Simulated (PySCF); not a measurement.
# Relaxation of singlet [Y3O]+

Computed with B3LYP in PySCF with O def2-SVP, Y def2-SVP with ECP28; scalar-relativistic core potentials, no spin–orbit coupling; density-fitted integrals. A (50,194) grid was used.

A hand-made T-shaped start, of C2v symmetry, held to at least that symmetry:

```xyz
4
charge 1 multiplicity 1, angstrom
O     0.0000    0.0000   -0.7451
Y     0.0000    0.0000    1.4697
Y     2.2135    0.0000   -0.6678
Y    -2.2135    0.0000   -0.6678
```

At each step, columns x, y, z (Å) and Fx, Fy, Fz (eV/Å):

```
step 0  E − E(last) = 20.07 kJ/mol
O    0.000   0.000  -0.745   0.000   0.000   0.939
Y    0.000   0.000   1.470   0.000   0.000  -0.500
Y    2.213   0.000  -0.668  -1.264   0.000  -0.219
Y   -2.213   0.000  -0.668   1.264   0.000  -0.219
step 1  E − E(last) = 10.42 kJ/mol
O    0.000   0.000  -0.717   0.000   0.000   0.568
Y    0.000   0.000   1.477   0.000   0.000  -0.201
Y    2.180   0.000  -0.685  -0.919   0.000  -0.184
Y   -2.180   0.000  -0.685   0.919   0.000  -0.184
step 2  E − E(last) = 0.86 kJ/mol
O    0.000   0.000  -0.654   0.000   0.000  -0.194
Y    0.000   0.000   1.502   0.000   0.000   0.447
Y    2.096   0.000  -0.729   0.120   0.000  -0.126
Y   -2.096   0.000  -0.729  -0.120   0.000  -0.126
step 3  E − E(last) = 0.48 kJ/mol
O    0.000   0.000  -0.656   0.001   0.000  -0.118
Y    0.000   0.000   1.509  -0.001   0.000   0.310
Y    2.098   0.000  -0.732   0.048   0.000  -0.096
Y   -2.098   0.000  -0.732  -0.048   0.000  -0.095
step 4  E − E(last) = 0.01 kJ/mol
O    0.000   0.000  -0.654   0.000   0.000   0.002
Y    0.000   0.000   1.533   0.000   0.000   0.021
Y    2.093   0.000  -0.745  -0.008   0.000  -0.012
Y   -2.093   0.000  -0.745   0.008   0.000  -0.012
step 5  E − E(last) = 0.00 kJ/mol
O    0.000   0.000  -0.653   0.000   0.000   0.007
Y    0.000   0.000   1.535   0.000   0.000  -0.002
Y    2.092   0.000  -0.747   0.001   0.000  -0.002
Y   -2.092   0.000  -0.747  -0.001   0.000  -0.002
```

It ends at C2v with O–Y 2.094 Å (×2), O–Y 2.186 Å, Y–Y 3.099 Å (×2); O–Y–Y 42.5° (×2), O–Y–Y 44.8° (×2), Y–O–Y 92.7° (×2), Y–O–Y 174.5°, Y–Y–Y 84.9° (after a last refinement on a finer grid). A frequency run shows 1 imaginary mode, down to 42i cm⁻¹, so it is a saddle point.

Stability towards spin polarisation was not tested.
